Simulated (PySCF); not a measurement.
PBE on O- (oxygen, charge -1), [He] 2s2 2p5, 2P determinant. Calculation: PySCF 2.14, in aug-cc-pVQZ with one added diffuse shell each of s, p, d, f, g type (7s6p5d4f3g, 105 functions); the non-relativistic Hamiltonian (point nucleus).

```
cycle= 1 E= -74.857387393094  delta_E= 0.207  |g|= 0.551  |ddm|= 2.16
cycle= 2 E= -74.5800432112694  delta_E= 0.277  |g|= 1.13  |ddm|= 2.73
cycle= 3 E= -75.0080504904827  delta_E= -0.428  |g|= 0.347  |ddm|= 1.04
cycle= 4 E= -75.0691442058902  delta_E= -0.0611  |g|= 0.152  |ddm|= 0.653
cycle= 5 E= -75.0799143128826  delta_E= -0.0108  |g|= 0.0125  |ddm|= 0.23
cycle= 6 E= -75.0798403246364  delta_E= 7.4e-05  |g|= 0.0214  |ddm|= 0.097
cycle= 7 E= -75.0801160520653  delta_E= -0.000276  |g|= 0.00116  |ddm|= 0.0435
cycle= 8 E= -75.0801169598022  delta_E= -9.08e-07  |g|= 0.000123  |ddm|= 0.00248
cycle= 9 E= -75.0801169669495  delta_E= -7.15e-09  |g|= 5.2e-05  |ddm|= 0.000134
cycle= 10 E= -75.0801169685022  delta_E= -1.55e-09  |g|= 8.88e-06  |ddm|= 6.96e-05
cycle= 11 E= -75.0801169685519  delta_E= -4.97e-11  |g|= 2.51e-07  |ddm|= 1.57e-05
converged SCF energy = -75.0801169685519  <S^2> = 0.77796126  2S+1 = 2.0277685
```

Highest occupied orbital energy: 2.057 eV; ⟨L²⟩ = 2.04; populations by l: s 4.00, p 5.00, d 0.00, f 0.00.

Can this result be used?

With care. The run converged. At PBE the highest occupied level has a positive energy, so only the finite basis holds that electron; in a semilocal or global hybrid functional this comes from self-interaction and does not mean that the real anion is unbound.
